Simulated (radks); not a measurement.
Values are calculated unless marked as measured or tabulated.
Zr+, configuration [Kr] 4d2 5s1. Level of theory: Dirac Kohn-Sham, BLYP, spin-unpolarised, spherical densities, finite nucleus; open shells fill j = l - 1/2 first; Fermi nuclear charge, rms radius 4.2694 fm (a radial shooting solver on a logarithmic mesh with Libxc functionals).

Normalised radial functions P(r) = r R(r) (large component), r in bohr:

| r | 3d3/2 |
|---|---|
| 0.004584 | 0.0002 |
| 0.007061 | 0.0005 |
| 0.01088 | 0.0018 |
| 0.01675 | 0.0057 |
| 0.0258 | 0.0179 |
| 0.03975 | 0.0536 |
| 0.06122 | 0.1483 |
| 0.09431 | 0.3646 |
| 0.1464 | 0.7656 |
| 0.2255 | 1.2510 |
| 0.3474 | 1.4977 |
| 0.5351 | 1.2029 |
| 0.8243 | 0.5820 |
| 1.27 | 0.1430 |
| 1.956 | 0.0134 |
| 3.013 | 0.0003 |
| 4.64 | 0.0000 |
| 7.148 | 0.0000 |
| 11.01 | 0.0000 |

3d3/2: eigenvalue -182.57 eV, 0 radial nodes, <r> = 0.451 bohr, 90 % of the charge inside 0.725 bohr.
